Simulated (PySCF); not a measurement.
# One molecule, several mistakes: Al2BCH6

Calculated results; nothing here was measured. The program is PySCF 2.14.0, an open-source quantum chemistry code, run on an isolated molecule that a program drew, which may never have been made. The molecule is Al2BCH6 (charge 0, doublet), drawn as the SMILES string `B[CH]([AlH])[AlH2]`.

Each row is a Hartree-Fock (HF) and frozen-core CCSD(T) single point in the cc-pV(D+d)Z basis, meant for a local HF minimum. Run 1 is clean. Each other run has one planted mistake out of seven kinds, and not every kind appears here: one electron removed, one electron added, multiplicity raised by two, geometry at a saddle point, minimal basis STO-3G, one bond length entered in bohr, all coordinates scaled. The reference is restricted for singlets and unrestricted otherwise, and also for a bond in bohr. Adding or removing an electron swaps singlet and doublet. Electrons count all cores. HOMO and LUMO are orbital energies over both spins, the gradient is its largest component, and the lowest frequency (negative if imaginary) is given only where the gradient is small. Bond lengths are over the 9 bonds as drawn. T1 is the CCSD diagnostic: over 0.02 (restricted) or 0.045 (unrestricted) a single reference is doubtful.

Geometry of the clean run:
```xyz
10
Al2BCH6, angstrom
B     0.1782   -1.1007   -0.5972
C     0.3684    0.3068   -0.0114
Al   -0.3383    1.6095   -1.3250
Al   -0.6826    0.4126    1.6444
H     1.1168   -1.8276   -0.8005
H    -0.9208   -1.5205   -0.8673
H     1.4093    0.5771    0.1987
H     0.6328    2.8141   -1.7035
H    -2.2065    0.0014    1.6747
H     0.0303    0.9381    2.9527
```

| run | electrons | basis functions | <S^2> | HOMO (eV) | LUMO (eV) | gradient (hartree/bohr) | lowest frequency (cm^-1) | mean bond (Å) | longest bond (Å) | T1 | HF (hartree) | CCSD(T) (hartree) | mistake |
|---|---|---|---|---|---|---|---|---|---|---|---|---|---|
| 1 | 43 | 104 | 0.754 | -8.16 | 0.43 | 2.6e-05 | 98 | 1.5266 | 1.980 | 0.0150 | -549.84158 | -550.25191 | no fault |
| 2 | 43 | 104 | 3.774 | -5.71 | -2.78 | 6.0e-02 | - | 1.5266 | 1.980 | 0.0503 | -549.68461 | -550.08344 | multiplicity raised by two |
| 3 | 43 | 104 | 1.365 | -8.24 | 0.31 | 2.5e-02 | - | 1.6460 | 2.281 | 0.0633 | -549.72242 | -550.13560 | one bond length entered in bohr |
| 4 | 43 | 104 | 0.756 | -8.25 | 0.35 | 2.6e-02 | - | 1.5908 | 2.064 | 0.0158 | -549.82959 | -550.24329 | all coordinates scaled |
| 5 | 44 | 104 | 0.000 | -0.47 | 4.77 | 5.2e-02 | - | 1.5266 | 1.980 | 0.0182 | -549.82713 | -550.27477 | one electron added |
| 6 | 43 | 34 | 0.756 | -4.70 | 7.29 | 4.2e-02 | - | 1.5266 | 1.980 | 0.0134 | -543.23024 | -543.42613 | ? |

**Which mistake was planted in run 6, and what did it cost?**

It has 34 basis functions where the clean run has 104, with the same electrons and geometry. So the mistake is: minimal basis STO-3G. Subtracting run 1 and multiplying by 627.51 kcal/mol a hartree, the energy moved by 4148.7 kcal/mol in HF and 4283.2 kcal/mol in CCSD(T).

Cautions from the logs. Run 2: T1 is over the limit, so its CCSD(T) energy is less reliable; run 3: T1 is over the limit, so its CCSD(T) energy is less reliable.
